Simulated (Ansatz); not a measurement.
H₂Si, charge +1, doublet, geometry from GFN2-xTB (a state made from the parent by changing its charge; the spin is typed, not shown lowest). Base run: B3LYP/6-31G** (Ansatz, a program for electronic structure).

Input for Ansatz:
Ansatz 0.2 input:
```yaml
crystal:
  periodic: [false, false, false]
  atoms:
    - {symbol: Si, position_ang: [-0.00145387, 0.07386784, 0.00432301]}
    - {symbol: H, position_ang: [-1.33576333, -0.54636664, 0.01759822]}
    - {symbol: H, position_ang: [1.35611754, -0.48778307, -0.07812031]}
basis:
  gaussian:
    orbitals: 6-31G__.json
hamiltonian:
  xc: b3lyp
total_charge: 1
magnetization: {spin_polarized: true, initial_magnetization: 1}
```
The basis file holds 6-31G** in the JSON format of the Basis Set Exchange.

Each row names what was changed in the base input (with any setting that the change needs).

```csv
change,E (Eh),SCF-reference <S^2>
base,-290.28184,0.751
functional = b3lyp5,-290.22499,0.751
functional = cam_b3lyp,-290.26043,0.751
functional = revpbe,-290.20166,0.751
functional = wB97M-V,-290.23115,0.751
functional = pbe0,-290.13237,0.751
functional = pbe,-290.10166,0.751
functional = B2PLYP,-290.13231,0.752
functional = SVWN5,-289.06599,0.750
functional = r2scan,-290.22685,0.752
functional = PBE-QIDH,-290.03857,0.752
functional = BHLYP,-290.26426,0.752
functional = lc_wpbe,-290.15973,0.751
```

Totals shift with the method and basis; they matter in differences.
